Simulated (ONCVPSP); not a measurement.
Which setting gave this result? (Be, ONCV)

Base potential:

ONCVPSP 4.0.1 input, shortened (lines: element, Z, core and valence counts, functional; n l f; lmax; l rc ep ncon nbas qcut; lloc lpopt rc5 dvloc0; l nproj debl; icmod fcfact rcfact), PBE, scalar-relativistic:

```
  Be 4.00    0    2        4      upf
    1    0    2.00
    2    0    2.00
    2
    0    0.75    0.00    3    6   16.20
    1    0.70    0.10    5   10   13.00
    2    0.65    0.40    4    9   14.30
    2    5    0.65    0.00
    0    2    0.70
    1    2    4.00
    2    0    1.40
    0    0.00    0.00
```

Cutoffs, loose and tight: the cutoffs (Ha) at which the residual kinetic energy of the hardest occupied pseudo-wave falls to 1 and 0.1 mHa per electron. They do not see the model core or the augmentation charge, which bear on the density cutoff. Test errors are all-electron minus pseudo excitation energies from the reference, over the configurations 1s2 2s1; 1s2 2s0; 1s2 2s1.5; 1s2 2s1 2p1; variants that change the core or the reference have their own tests.

Only the scale of all radii (base = 1) is moved:

```
scale of all radii (base = 1)  cutoff, loose  cutoff, tight  bound ghosts  largest test error (meV)
                          0.8         110 Ha         132 Ha          none                      +2.7
                         0.87         102 Ha         119 Ha          none                      +3.0
                         1.09          87 Ha         103 Ha          none                      +3.7
                          1.2          78 Ha          92 Ha          none                      +4.0
                         1.32          68 Ha          87 Ha          none                      +3.8
```

Task: One more run gave cutoff, loose: 93 Ha; cutoff, tight: 109 Ha; bound ghosts: none; largest test error (meV): +3.4. Which value of the scale of all radii (base = 1) was used?

Result: 0.99. The loose cutoff moves one way along this sweep, from 110 Ha at 0.8 to 68 Ha at 1.32, which places the run between 0.87 and 1.09.
